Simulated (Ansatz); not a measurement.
CH₃GaO. Total charge 0; spin multiplicity 1. The bonds changed during the relaxation, so this is another structure than the one it started from. The geometry is a stationary point of PBE0-D4/def2-TZVP.

```xyz
6

C    -0.056    0.394    0.398
O     0.080   -0.574   -0.588
Ga    0.260   -1.826   -1.842
H     0.917    0.652    0.833
H    -0.705    0.042    1.209
H    -0.496    1.312   -0.010
```

Q: What is the dipole moment at B3LYP/def2-TZVPP? (Estimate.)

A: Ansatz gave: 0.07 D, with components (0.00, 0.04, 0.06) D in this frame, pointing from negative to positive charge.

Q: And with PBE, r2SCAN, ωB97M-V? (Best estimate.)

A: Ansatz gave: PBE 0.23 D, r2SCAN 0.29 D, ωB97M-V 0.05 D.

Q: Give the Mulliken charges with B3LYP, PBE, ωB97M-V in def2-TZVPP. (Best estimate.)

A: Computed: 
```
atom  B3LYP    PBE  ωB97M-V
  C1  -0.09  -0.12    -0.15
  O2  -0.36  -0.28    -0.37
 Ga3   0.19   0.14     0.22
  H4   0.08   0.09     0.10
  H5   0.08   0.09     0.10
  H6   0.08   0.09     0.10
```

B3LYP here is the variant with VWN-RPA as its local correlation; programs differ in this.
